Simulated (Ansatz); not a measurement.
# Ligand exchange: B(CH3)2(OH) + GaH2(SH) → B(CH3)2(SH) + GaH2(OH)

Species: B(CH3)2(OH), singlet; GaH2(SH), singlet; B(CH3)2(SH), singlet; GaH2(OH), singlet. The partners trade OH for SH: B–OH and Ga–SH bonds give way to B–SH and Ga–OH.

Shapes, held fixed at every level: PBE0-D4/def2-TZVP. Programs: Ansatz 0.2.0. The zero-point and thermal change to 298 K, harmonic and unscaled (PBE0-D4/def2-TZVP), is -2.7 kJ/mol.

```json
{"level": "SPW92/def2-TZVPP", "kind": "LDA", "ΔH(298 K) (kJ/mol)": "+84.4", "less CCSD(T)/def2-TZVPP": "+4.4"}
{"level": "BHLYP-D4/def2-TZVPP", "kind": "global hybrid", "ΔH(298 K) (kJ/mol)": "+89.0", "less CCSD(T)/def2-TZVPP": "+9.0"}
{"level": "r2SCAN0-D4/def2-TZVPP", "kind": "global hybrid", "ΔH(298 K) (kJ/mol)": "+85.8", "less CCSD(T)/def2-TZVPP": "+5.8"}
{"level": "B2PLYP/def2-TZVPP", "kind": "double hybrid", "ΔH(298 K) (kJ/mol)": "+81.6", "less CCSD(T)/def2-TZVPP": "+1.6"}
{"level": "MP2/def2-TZVPP", "kind": "perturbation theory", "ΔH(298 K) (kJ/mol)": "+75.5", "less CCSD(T)/def2-TZVPP": "-4.5"}
{"level": "CCSD/def2-SVP", "kind": "coupled cluster or CI", "ΔH(298 K) (kJ/mol)": "+90.3", "less CCSD(T)/def2-TZVPP": "+10.3"}
{"level": "CCSD/def2-TZVPP", "kind": "coupled cluster or CI", "ΔH(298 K) (kJ/mol)": "+82.8", "less CCSD(T)/def2-TZVPP": "+2.8"}
{"level": "CCSD(T)/def2-TZVPP", "kind": "coupled cluster or CI", "ΔH(298 K) (kJ/mol)": "+80.0", "less CCSD(T)/def2-TZVPP": "0.0"}
```

The highest level, CCSD(T)/def2-TZVPP, gives ΔH(298 K) = +80.0 kJ/mol; the levels span +75.5 to +90.3. The column of differences is taken from that level and isn't an error. No measured value is set beside it here. Relativity is left out for Ga. Outer-core shells of Ga are correlated, in sets that cover them unevenly.
